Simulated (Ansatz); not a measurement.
Ansatz (a first-principles code) input for In(F)(vinyl)(OEt) (C4H8FInO), SMILES [In]([F])([O]CC)[CH]=C, PBE0/def2-SVPD. Geometry optimised at B3LYP-D3(BJ)/def2-SVP. The def2 effective core potentials stand for the cores of In; spin–orbit coupling is left out. Other conformers were not sampled.

Ansatz 0.2 input:
```yaml
crystal:
  periodic: [false, false, false]
  atoms:
    - {symbol: In, position_ang: [0.06527402, 0.36177272, -0.20990100]}
    - {symbol: F, position_ang: [2.02216145, 0.48029262, 0.08460997]}
    - {symbol: C, position_ang: [-0.94320905, 1.47935481, -1.71559239]}
    - {symbol: C, position_ang: [-2.26258497, 1.37561073, -1.91377724]}
    - {symbol: H, position_ang: [-0.34363650, 2.15199657, -2.33843301]}
    - {symbol: H, position_ang: [-2.76852147, 1.95593933, -2.69617244]}
    - {symbol: H, position_ang: [-2.90375948, 0.71756452, -1.31803271]}
    - {symbol: O, position_ang: [-0.77668547, -0.92264154, 1.07516102]}
    - {symbol: C, position_ang: [-0.03853097, -1.69231657, 2.00081923]}
    - {symbol: C, position_ang: [1.08992876, -2.49182324, 1.36017924]}
    - {symbol: H, position_ang: [0.37829391, -1.05554796, 2.80755401]}
    - {symbol: H, position_ang: [-0.75486956, -2.38220362, 2.48643662]}
    - {symbol: H, position_ang: [1.82927905, -1.80993650, 0.90724616]}
    - {symbol: H, position_ang: [1.61280625, -3.11230959, 2.10665578]}
    - {symbol: H, position_ang: [0.69238921, -3.15882155, 0.57734356]}
basis:
  gaussian:
    orbitals: def2-SVPD
hamiltonian:
  xc: {name: PBE0}
```

It prints:

```
WARN ansatz: RAYON_NUM_THREADS=2 ignored (pool sized by the plan → 2); use --threads N
Functional definition: PBE0
integrals: 0.20 GiB planned
1973 factors; their error is unknown
mean field: 1.73 GiB planned
mean field evaluation 1: about -14186.6333 eV, gradient 7.8e1 eV
mean field evaluation 2: about -14151.8597 eV, gradient 1.5e2 eV
mean field evaluation 4: about -14199.8824 eV, gradient 7.7e0 eV
mean field evaluation 8: about -14199.9914 eV, gradient 2.8e-1 eV
mean field evaluation 16: about -14200.0453 eV, gradient 4.9e-4 eV
mean field -14200.04533664 eV, -521.8420409851 hartree, gradient 3.1e-5 eV, S^2 0.000000; 0 other end points of the search recorded, 0 dependent functions left out
reference -14200.04538452 eV, -521.8420427447 hartree; 35, 35 occupied and 187, 187 virtual orbitals, 1973 factors
Total energy: -14200.04538452 eV, -521.8420427447 hartree
```

The calculation finished and met its thresholds.

Cost: about 9 core-seconds (a rough figure).
